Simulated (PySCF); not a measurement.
Computed shifts of a molecule C3H4F2Si, HF/pcSseg-1 run with PySCF, GIAO, gas phase, atoms alike by connectivity averaged where their shifts nearly agree, in ppm (number of nuclei): ¹³C: 108.0 (1), 97.0 (1), 75.1 (1). ¹⁹F: -97.3 (2). ²⁹Si: -49.3 (1). ¹H: 4.44 (3), 4.29 (1). References: ¹³C against TMS (σ = 192.6 ppm); ¹⁹F against CFCl3 (σ = 238.5 ppm); ²⁹Si against TMS (σ = 393.8 ppm); ¹H against TMS (σ = 31.99 ppm), references at their B3LYP-D3(BJ)/def2-TZVP geometries, non-relativistic. Geometry: PBE-D3(BJ)/def2-SVP. One conformer was computed; it need not be the lowest.

Problem. Which structure fits?
(A) C#CC(F)(F)[SiH3]
(B) FC(F)=C=C[SiH3]
(C) C=C=C(F)[SiH2]F
(D) F[Si]1(F)C=CC1

Solution. A, C#CC(F)(F)[SiH3]
